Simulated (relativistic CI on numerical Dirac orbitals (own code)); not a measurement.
Computed by Dirac-Coulomb-Breit CI, KLI orbitals optimised for each configuration, model QED (radiative potential, 1s self-energy scaled to tabulated hydrogen-like ionisation energies), unscaled Slater integrals (own radial code, finite nucleus).

The strongest absorption lines from the ground level of an ion, among the configurations computed and to levels below about 6570 eV (vacuum wavelength in nm, gf): 0.19881 (0.29), 0.20962 (0.53), 0.24594 (0.32), 0.25043 (0.12), 0.25529 (1.5), 0.27204 (1.5), 0.27294 (0.76), 0.29420 (0.14).

(1) Which ion is it?
A. Xe XLIII
B. Sn XLI
C. Xe XLV
D. Ce XLIX

## Answers

(1) C. Xe XLV has 10 electrons and the ground level 2s²2p⁶ ¹S0; the strongest line goes to 2s²2p⁵3d ¹P°1. The pattern of lines fixes the number of electrons, and along that sequence the line energies rise steadily with the charge (about as its square where n changes within one kind of shell, about linearly where n is kept but much faster in heavy ions where fine structure, which grows about as Z⁴, sets the gap, and irregularly where shells cross), which fixes Z. Configurations outside the model, such as inner-shell arrays, can give stronger lines. At this charge energies of transitions that change n are usually good to better than 1 %, and those within a shell (Δn = 0) to a few per cent.

LS names give the leading component of a level, which can be under half, so a name can repeat, a term be missing and a line seem to break the LS rules.
